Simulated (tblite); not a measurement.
Compound: C₄H₁₄AlNO.
Structure used (GFN2-xTB), in Å, numbered top down from 1:
```
atom  x, y, z in Å
C1     3.0542   -0.9872    0.0431
O2     2.0299   -0.0670   -0.1479
Al3    0.8845    1.1057   -0.3981
N4    -0.8999    0.1928    0.1515
C5    -1.9280    1.2069   -0.0026
C6    -0.8181   -0.2325    1.5374
C7    -1.1691   -0.9299   -0.7291
H8     4.0014   -0.4713    0.2233
H9     3.1680   -1.6205   -0.8417
H10    2.8401   -1.6274    0.9061
H11    0.8563    2.2594    0.6470
H12    0.5239    1.4040   -1.8827
H13   -1.6909    2.0514    0.6417
H14   -2.9213    0.8204    0.2495
H15   -1.9233    1.5594   -1.0326
H16   -1.7781   -0.6107    1.9059
H17   -0.5024    0.6169    2.1437
H18   -0.0637   -1.0118    1.6297
H19   -2.1476   -1.3808   -0.5294
H20   -1.1335   -0.5801   -1.7608
H21   -0.3914   -1.6807   -0.5998
```

Computed values, GFN2-xTB/tblite, gas phase, harmonic and unscaled. This tight-binding method is rough: wavenumbers can miss measured ones by several per cent, in bad cases by 10 to 20. Modes of hydrogen on aluminium can be 10 to 20 % off. The optimisation stopped once no atom felt more than 0.01 eV/Å.

Lowest wavenumbers of the output (negative numbers stand for imaginary wavenumbers):
```
mode    cm-1
  1     -25.9
  2      55.5
  3      81.4
  4     136.2
  5     155.6
  6     188.3
  7     196.2
  8     207.2
  9     233.1
 10     249.7
```

Question: Is this structure a minimum?

Answer: Not by this Hessian. 1 mode is imaginary beyond 20i (26i cm⁻¹), so at this level the point lies at or near a first-order saddle. The curvature is small, so loose convergence or finite differences may be the whole cause.

Question: Which atoms move in the imaginary mode?

Answer: 26i: H8 (methyl hydrogen) 33 %, H10 (methyl hydrogen) 33 %, H9 (methyl hydrogen) 33 %. These are shares of the mass-weighted motion.

Question: What is the remedy?

Answer: Step along that mode in both directions, optimise again with tighter thresholds and repeat the frequencies. The zero-point energy of this point (109.0 kcal/mol) counts the 56 real modes alone, and thermal corrections from it aren't those of a minimum.

Hardware: one thread, Arm Neoverse N1 (aarch64), no GPU, on a shared host. Cost: 1.3 s of wall time. This covers the Hessian and the dipole derivatives.
